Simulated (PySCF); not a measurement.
## (CF3)2P-PF2: calculation and literature

Molfile (atoms numbered from 1):
```
C2F8P2
     RDKit          3D

 12 11  0  0  0  0  0  0  0  0999 V2000
   -0.7675    2.8732    0.2036 F   0  0  0  0  0  0  0  0  0  0  0  0
    0.0545    1.6607    0.8560 P   0  0  0  0  0  0  0  0  0  0  0  0
    1.4901    2.2929    0.5122 F   0  0  0  0  0  0  0  0  0  0  0  0
   -0.0268    0.3376   -0.9496 P   0  0  0  0  0  0  0  0  0  0  0  0
    1.3152   -0.8154   -0.2644 C   0  0  0  0  0  0  0  0  0  0  0  0
    1.0005   -2.0955   -0.4516 F   0  0  0  0  0  0  0  0  0  0  0  0
    1.5499   -0.6432    1.0466 F   0  0  0  0  0  0  0  0  0  0  0  0
    2.4617   -0.5793   -0.9002 F   0  0  0  0  0  0  0  0  0  0  0  0
   -1.4772   -0.5977   -0.1700 C   0  0  0  0  0  0  0  0  0  0  0  0
   -1.8919   -1.6053   -0.9290 F   0  0  0  0  0  0  0  0  0  0  0  0
   -1.2076   -1.0850    1.0466 F   0  0  0  0  0  0  0  0  0  0  0  0
   -2.4997    0.2563   -0.0260 F   0  0  0  0  0  0  0  0  0  0  0  0
  1  2  1  0
  2  3  1  0
  2  4  1  0
  4  5  1  0
  5  6  1  0
  5  7  1  0
  5  8  1  0
  4  9  1  0
  9 10  1  0
  9 11  1  0
  9 12  1  0
M  END
```

Calculated, not measured (PySCF 2.14): shielding tensors at PBE0/pcSseg-1 (GIAO), coordinates at the GFN2-xTB level. No relativistic terms, equivalent nuclei averaged, no solvent, a single conformation.

Reference values: measured (solution; George Maxwell Hunter, The Preparation and Properties of Some Difluorophosphites, PhD thesis, University of Edinburgh, 1981).
| atoms | quantity | reference | computed | computed, scaled |
| --- | --- | --- | --- | --- |
| P2 | δ $^{31}$P vs 85 % H3PO4 | 236.0 | 276.3 | 235.2 |
| P4 | δ $^{31}$P vs 85 % H3PO4 | 0.0 | -5.5 | 1.8 |

Computed shifts are σ(ref) − σ with the named reference compound (TMS for H and C) calculated as an isolated molecule at the same level. The measured values may be among those fitted. Shieldings were converted by a linear fit to measured shifts: $^{31}$P (scatter 18.1 ppm rms vs H3PO4, solution or neat liquid). Occasional misses reach two or three times the rms, and more in compound classes unlike the fitted ones.

How far are the unscaled $^{31}$P shifts from the references?

Answers

Mean signed difference +17.40 ppm, mean absolute 22.90 ppm over 2 comparisons; the largest is +40.3 ppm at P2 (phosphorus bonded to 2 F, P).
